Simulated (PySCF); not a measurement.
# Spin-rotation constants: `c1(F)c(/C=N\[H])nsn1`, C3H2FN3S

Geometry:
```json
{"atom": "N1", "x (Å)": "-2.302", "y (Å)": "-0.176", "z (Å)": "0.561"}
{"atom": "C2", "x (Å)": "-1.342", "y (Å)": "0.238", "z (Å)": "-0.135"}
{"atom": "C3", "x (Å)": "0.075", "y (Å)": "-0.055", "z (Å)": "0.061"}
{"atom": "N4", "x (Å)": "0.530", "y (Å)": "-0.823", "z (Å)": "1.038"}
{"atom": "S5", "x (Å)": "2.136", "y (Å)": "-0.929", "z (Å)": "0.958"}
{"atom": "N6", "x (Å)": "2.334", "y (Å)": "0.011", "z (Å)": "-0.345"}
{"atom": "C7", "x (Å)": "1.155", "y (Å)": "0.421", "z (Å)": "-0.735"}
{"atom": "F8", "x (Å)": "1.018", "y (Å)": "1.211", "z (Å)": "-1.784"}
{"atom": "H9", "x (Å)": "-2.030", "y (Å)": "-0.778", "z (Å)": "1.338"}
{"atom": "H10", "x (Å)": "-1.565", "y (Å)": "0.884", "z (Å)": "-0.979"}
```

Level of theory: GIAO B97-D/6-31G magnetisability, rotational g tensor and spin-rotation constants, non-relativistic, gas phase in PySCF. Geometry: GFN2-xTB.

(1) Give the nuclear spin-rotation constants along the inertial axes (H = +C I·J) beside the isotropic shieldings.

Results:

(1) Rotational constants 2.7361, 1.6536, 1.0307 GHz. A star marks the isotopologue with that one atom substituted, in its own axes.
| atom | isotope | Caa (kHz) | Cbb (kHz) | Ccc (kHz) | mean (kHz) | σ (ppm) |
| --- | --- | --- | --- | --- | --- | --- |
| N1 | 14N | 0.474 | 0.566 | 0.023 | 0.354 | -81.6 |
| N4 | 14N | 0.780 | 0.392 | 0.046 | 0.406 | -104.8 |
| N6 | 14N | 0.595 | 0.413 | 0.050 | 0.352 | -65.3 |
| F8 | 19F | 5.189 | 1.839 | 0.101 | 2.377 | 289.9 |
| H9 | 1H | -0.212 | 0.299 | -0.130 | -0.014 | 19.6 |
| H10 | 1H | -0.181 | 0.136 | -0.104 | -0.050 | 23.9 |
| C2 | 13C* | 1.058 | 0.643 | 0.158 | 0.620 | 57.2 |
| C3 | 13C* | 1.085 | 0.542 | 0.156 | 0.594 | 69.7 |
| S5 | 33S* | 1.147 | 0.722 | 0.390 | 0.753 | 163.4 |
| C7 | 13C* | 0.810 | 0.711 | 0.276 | 0.599 | 42.1 |

For the geometry as given, no vibrational averaging.
